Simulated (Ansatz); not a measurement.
Consider the ligand exchange at the Si–O bond: `[SiH3]OC1=CC1` + `NB[SeH]` → `[SiH3]NB[SeH]` + `OC1=CC1`.

Gas-phase electronic energies from Ansatz, PBE0-D4/def2-TZVP geometries. CCSD(T)/CBS is the MP2 limit (def2-TZVPP, def2-QZVPP) plus CCSD(T) − MP2 in def2-TZVPP, frozen cores. DFT in def2-TZVPP. B3LYP here is the variant with VWN-RPA as its local correlation; programs differ in this. For Se outer-core shells are correlated without core-valence functions, which leaves a few kJ/mol of doubt a bond. Scalar relativity is left out up to krypton. Each species was taken in one conformer, which may not be the lowest.

```tsv
level	ΔE (kJ/mol)
B2PLYP	42.3
B3LYP	42.1
```

What does CCSD(T)/CBS give? (Estimate.)

Computed: +39.6 kJ/mol. The listed levels differ from it by 2.7, 2.5 kJ/mol.

Largest T1 diagnostic among the species: 0.012.

In def2-TZVPP, CCSD(T) changes the Hartree–Fock value by −7.1 kJ/mol (the triples alone add −0.9 kJ/mol) and MP2 by −5.7 kJ/mol.
